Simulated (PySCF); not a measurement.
# Correlation energy of Cd²⁺ (cadmium, charge +2)

[Kr] 4d10, closed-shell 1S. Calculation: PySCF 2.14, in def2-TZVPPD with the def2 core potential (28 electrons); scalar relativity through the core potential. Frozen: nothing; 18 electrons correlated.

MP2 pair energies summed by pair of shells (mhartree):

| pair | energy | share (%) |
| --- | --- | --- |
| 4d-4d | -352.11 | 57.8 |
| 4p-4d | -157.18 | 25.8 |
| 4p-4p | -43.77 | 7.2 |
| 4s-4d | -31.72 | 5.2 |
| 4s-4p | -20.70 | 3.4 |
| 4s-4s | -3.88 | 0.6 |

Total MP2 correlation energy: -609.35 mhartree.

Same-spin part -199.67 and opposite-spin part -409.68 mhartree; SCS-MP2 scales them by 1/3 and 6/5 to -558.17 mhartree.

The basis has no tight functions for the innermost shells, so their pair energies are far from complete.

This basis was not built for core-valence correlation, so the inner-shell part is incomplete.
